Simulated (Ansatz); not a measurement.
Steps of a relaxation of C3H5FTe (`C[Te]/C=C/F`) with RKS PBE0-D4/def2-TZVP.

```sh
$ ansatz run in.yaml --threads 4 --pin off --events-out ev --progress --plain --max-ram 10444MiB
```

```yaml
crystal:
  periodic: [false, false, false]
  atoms:
    - {symbol: C, position_ang: [-1.871402, 0.505063, 0.611406]}
    - {symbol: Te, position_ang: [-0.134898, -0.450396, 1.523326]}
    - {symbol: C, position_ang: [0.882458, -0.783446, -0.307714]}
    - {symbol: C, position_ang: [2.001434, -0.098676, -0.594705]}
    - {symbol: F, position_ang: [2.727317, -0.335638, -1.700156]}
    - {symbol: H, position_ang: [-2.582839, 0.728461, 1.429068]}
    - {symbol: H, position_ang: [-2.338189, -0.189728, -0.110024]}
    - {symbol: H, position_ang: [-1.557913, 1.439819, 0.113359]}
    - {symbol: H, position_ang: [0.525591, -1.569965, -0.992548]}
    - {symbol: H, position_ang: [2.431542, 0.703306, 0.030789]}
basis:
  gaussian: {orbitals: def2-TZVP}
hamiltonian: {xc: pbe0, dispersion: d4}
relax: {f_tol: 0.005, max_steps: 150}
```

Positions (Å) and forces (eV/Å) along the path, 7 of 7 steps:

```xyz
10
step=1 energy=-13198.0356 eV
C    -1.871    0.505    0.611   -0.051    0.024   -0.009
Te   -0.135   -0.450    1.523   -0.161    0.188   -0.739
C     0.882   -0.783   -0.308    0.648    0.247   -0.297
C     2.001   -0.099   -0.595   -0.635   -0.178    0.476
F     2.727   -0.336   -1.700   -0.261    0.050    0.328
H    -2.583    0.728    1.429    0.373   -0.119   -0.398
H    -2.338   -0.190   -0.110    0.264    0.341    0.385
H    -1.558    1.440    0.113   -0.136   -0.493    0.270
H     0.526   -1.570   -0.993    0.190    0.426    0.385
H     2.432    0.703    0.031   -0.230   -0.484   -0.401
10
step=2 energy=-13198.0939 eV
C    -1.840    0.497    0.604   -0.178    0.094   -0.149
Te   -0.142   -0.431    1.477    0.118   -0.113    0.342
C     0.861   -0.775   -0.308    0.248   -0.013   -0.297
C     1.968   -0.096   -0.576   -0.119    0.003    0.036
F     2.693   -0.322   -1.678   -0.037   -0.002    0.112
H    -2.532    0.729    1.420    0.080   -0.020   -0.146
H    -2.307   -0.202   -0.095    0.006    0.158    0.087
H    -1.526    1.412    0.098   -0.119   -0.116    0.055
H     0.517   -1.554   -0.987    0.049    0.132    0.084
H     2.390    0.692    0.048   -0.049   -0.123   -0.125
10
step=3 energy=-13198.0994 eV
C    -1.838    0.493    0.601   -0.080    0.028    0.042
Te   -0.134   -0.441    1.491   -0.031    0.016   -0.038
C     0.865   -0.769   -0.309    0.046    0.007   -0.070
C     1.965   -0.090   -0.582    0.074   -0.100    0.070
F     2.704   -0.340   -1.668   -0.051    0.051   -0.008
H    -2.524    0.721    1.417   -0.033    0.019   -0.005
H    -2.321   -0.188   -0.097    0.032   -0.033    0.011
H    -1.542    1.411    0.100    0.038   -0.002    0.011
H     0.518   -1.542   -0.987    0.001   -0.010    0.016
H     2.390    0.693    0.037    0.005    0.022   -0.030
10
step=4 energy=-13198.0998 eV
C    -1.851    0.490    0.601    0.015   -0.008    0.054
Te   -0.145   -0.442    1.491    0.031    0.031   -0.028
C     0.869   -0.756   -0.306    0.001   -0.001   -0.034
C     1.977   -0.091   -0.579    0.091   -0.077    0.039
F     2.704   -0.346   -1.673   -0.045    0.023   -0.023
H    -2.530    0.724    1.419   -0.062    0.029    0.009
H    -2.332   -0.197   -0.090   -0.012   -0.037   -0.022
H    -1.549    1.403    0.094    0.020    0.028   -0.007
H     0.514   -1.522   -0.987    0.010   -0.007   -0.011
H     2.426    0.684    0.032   -0.049    0.021    0.023
10
step=5 energy=-13198.1012 eV
C    -1.853    0.493    0.604    0.010    0.007    0.001
Te   -0.135   -0.428    1.488    0.003   -0.018    0.000
C     0.872   -0.764   -0.311   -0.008    0.000    0.038
C     1.984   -0.100   -0.576   -0.052    0.020   -0.002
F     2.698   -0.332   -1.681    0.050   -0.017   -0.015
H    -2.542    0.730    1.415    0.008   -0.006    0.016
H    -2.328   -0.202   -0.084    0.010    0.012   -0.012
H    -1.553    1.406    0.096   -0.009   -0.015   -0.015
H     0.518   -1.529   -0.992   -0.011    0.014   -0.004
H     2.423    0.675    0.044   -0.001    0.002   -0.007
10
step=6 energy=-13198.1016 eV
C    -1.851    0.493    0.604   -0.003   -0.001   -0.001
Te   -0.137   -0.435    1.488    0.005    0.001   -0.001
C     0.871   -0.765   -0.311   -0.007   -0.002   -0.008
C     1.980   -0.098   -0.577    0.002    0.015    0.009
F     2.704   -0.336   -1.675   -0.003   -0.005   -0.002
H    -2.536    0.731    1.417   -0.003   -0.001    0.002
H    -2.328   -0.200   -0.085    0.004    0.006    0.001
H    -1.549    1.405    0.095    0.001   -0.005   -0.002
H     0.516   -1.529   -0.992    0.002   -0.003    0.002
H     2.413    0.682    0.039    0.002   -0.004    0.001
10
step=7 energy=-13198.1016 eV
C    -1.851    0.493    0.605    0.000    0.000    0.001
Te   -0.137   -0.434    1.488    0.002    0.000   -0.002
C     0.870   -0.764   -0.311    0.002   -0.001    0.000
C     1.980   -0.098   -0.577   -0.002    0.001    0.000
F     2.704   -0.337   -1.675    0.000   -0.001    0.000
H    -2.537    0.729    1.417   -0.001    0.001    0.000
H    -2.326   -0.199   -0.087    0.000    0.000    0.000
H    -1.549    1.406    0.096    0.000    0.000    0.000
H     0.516   -1.531   -0.992    0.000    0.001    0.000
H     2.413    0.682    0.039    0.000    0.000    0.001
```

It took 26 s on 4 threads of an Arm Neoverse V1 on a shared host, with 0.52 GiB of host memory at the peak.
